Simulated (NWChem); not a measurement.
## NWChem timings: Si2H4ClF (SMILES F[SiH]([SiH3])Cl)

Si2H4ClF: 8 atoms, total charge 0, spin state singlet. SMILES: `F[SiH]([SiH3])Cl`. The coordinates come from a PBE0-D4/def2-TZVP relaxation.

```csv
atom,x (Å),y (Å),z (Å)
F,-1.3290,1.7968,0.1612
Si,-0.3829,0.8128,-0.6677
Si,0.5390,-0.7930,0.7613
Cl,-1.5341,-0.1301,-2.0759
H,0.5966,1.6554,-1.3923
H,1.3557,-0.1311,1.8123
H,1.4035,-1.6938,-0.0444
H,-0.5566,-1.5741,1.3896
```

Program: NWChem 7.3.0. Hardware: 1 thread of Intel Xeon Platinum 8488C (Sapphire Rapids), shared host, so times are rough. Two-electron integrals are exact unless an approximation is named.

(1) Estimate their order by wall time, quickest first.
A. gradient at B3LYP/6-31G* (spherical functions), grid xfine
B. gradient at HF/def2-SVP
C. energy at CCSD(T)/def2-SVP, 16 core orbitals frozen
D. gradient at HF/STO-3G

Results:

(1) D (2.7 s), B (11 s), A (30 s), C (95 s).
